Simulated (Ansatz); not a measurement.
Consider the redistribution: `[OH][InH][CH2][SiH3]` + `C[NH][GaH2]` → `C[NH][InH][OH]` + `[SiH3][CH2][GaH2]`.

Gas-phase electronic energies from Ansatz, PBE0-D4/def2-TZVP geometries. CCSD(T)/CBS adds triple-zeta CCSD(T) − MP2 to the extrapolated MP2 energy (def2 sets, frozen cores). Elements past krypton have def2 core potentials. For Ga, In outer-core shells are correlated without core-valence functions, which leaves a few kJ/mol of doubt a bond. Scalar relativity is left out up to krypton. One conformer a species, not always the lowest.

| species | CCSD(T)/CBS(def2) energy (Eh) |
| --- | --- |
| `[OH][InH][CH2][SiH3]` | -596.33796 |
| `C[NH][GaH2]` | -2020.30020 |
| `C[NH][InH][OH]` | -361.35799 |
| `[SiH3][CH2][GaH2]` | -2255.26496 |

Task: Work out ΔE.

Result: ΔE = (-361.35799) + (-2255.26496) − (-596.33796) − (-2020.30020) = 0.01521 Eh = +9.5 kcal/mol.

Largest T1 diagnostic among the species: 0.016.

In def2-TZVPP, CCSD(T) changes the Hartree–Fock value by +1.6 kcal/mol (the triples alone add +0.3 kcal/mol) and MP2 by +1.8 kcal/mol.
